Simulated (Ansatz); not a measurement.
Stepwise reaction of `[OH][Ga]([Br])[Br]` with hydrogen chloride, as a gas-phase model of exchange steps in deposition or etching. ΔE in kJ/mol; ΔG adds harmonic PBE0-D4 terms to CCSD(T)/CBS, at 1 bar.

Isolated molecules relaxed with PBE0-D4/def2-TZVP in Ansatz; ΔE leaves out vibrations. CBS: MP2 limit from def2 TZ/QZ plus the TZ coupled-cluster correction, frozen cores. This one scheme is used for every species. Functionals use def2-TZVPP. B3LYP here is the variant with VWN-RPA as its local correlation; programs differ in this. For Br, Ga outer-core shells are correlated without core-valence functions, which leaves a few kJ/mol of doubt a bond. Scalar relativity is left out up to krypton. Each species was taken in one conformer, which may not be the lowest.

```tsv
step	reaction	PBE-D4	B3LYP-D4	ωB97M-V	CCSD(T)/CBS	ΔG(500 K)
2	`[OH][Ga]([Cl])[Br]` + HCl → `[OH][Ga]([Cl])[Cl]` + HBr	12.1	11.5	10.8	12.7	11.1
```

Question: Give the row of step 1, `[OH][Ga]([Br])[Br]` + HCl → `[OH][Ga]([Cl])[Br]` + HBr. (An estimate is asked.)

Answer: The calculation gave: 
| step | reaction | PBE-D4 | B3LYP-D4 | ωB97M-V | CCSD(T)/CBS | ΔG(500 K) |
| --- | --- | --- | --- | --- | --- | --- |
| 1 | `[OH][Ga]([Br])[Br]` + HCl → `[OH][Ga]([Cl])[Br]` + HBr | 11.9 | 11.6 | 10.8 | 12.7 | 11.1 |

Question: By hand: ΔE of the 2 steps together at CCSD(T)/CBS.

Answer: (12.7) + (12.7) = 25.4 kJ/mol, or 12.7 kJ/mol a step.

In ΔE the steps differ by no more than 0.0 kJ/mol. All are uphill at CCSD(T)/CBS. ΔG lies between 11.1 and 11.1 kJ/mol a step. PBE-D4 differs from CCSD(T)/CBS by -0.8 to -0.6 kJ/mol a step. Isolated molecules leave out the surface, adducts and barriers. Largest T1 diagnostic: 0.012.
